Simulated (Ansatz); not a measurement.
This geometry of Cl$_{3}$FH$_{3}$O$_{2}$Ta (10 atoms, charge 0, multiplicity 1) is a first-order saddle point.

Computed with RKS PBE-D4/def2-SVP in Ansatz 0.2.0.

```xyz
10
Properties=species:S:1:pos:R:3
Ta -0.340 0.491 0.316
Cl 2.352 -0.777 0.535
Cl -0.566 0.173 2.666
F 0.385 0.779 -1.409
Cl -2.259 1.706 0.012
O -0.844 -1.289 -0.025
H -0.510 -2.194 0.099
O 1.129 1.748 0.867
H 1.127 1.990 1.815
H 2.170 0.580 0.727
```

Problem. Which two structures does it join? (They come from a converged band through this point; their orientation in space is the band's.)

Solution. Bonds broken: Ta1–Cl2, O8–H10. Bonds formed: Cl2–H10. Cl3FH3O2Ta becomes Cl2FH2O2Ta + ClH.

First end point:

```xyz
10
Properties=species:S:1:pos:R:3
Ta -0.052 0.069 0.310
Cl 2.136 -0.905 0.430
Cl -0.185 -0.038 2.693
F 0.430 0.663 -1.425
Cl -1.817 1.620 0.296
O -0.981 -1.483 -0.084
H -1.370 -2.369 -0.109
O 1.226 1.917 0.872
H 1.092 2.103 1.826
H 2.163 1.630 0.796
```

Last end point:

```xyz
10
Properties=species:S:1:pos:R:3
Ta -0.632 0.697 0.442
Cl 2.638 -1.229 0.089
Cl -1.032 0.776 2.782
F -0.088 1.231 -1.295
Cl -2.763 1.544 0.053
O -0.535 -1.152 0.214
H 0.339 -1.616 0.125
O 1.135 1.384 0.927
H 1.301 1.560 1.876
H 2.279 0.014 0.392
```

Problem. How far does it lie above each of them?

Solution. 16.9 kcal/mol above the first and 1.3 kcal/mol above the second. This is the barrier of this one path; another mechanism may lie lower. The orbitals stay closed-shell, which can raise the energy where a bond breaks towards radicals; this wasn't checked here.

Run time: 8.9 min on 4 threads of Arm Neoverse V2 (shared host), peak memory 0.23 GiB.
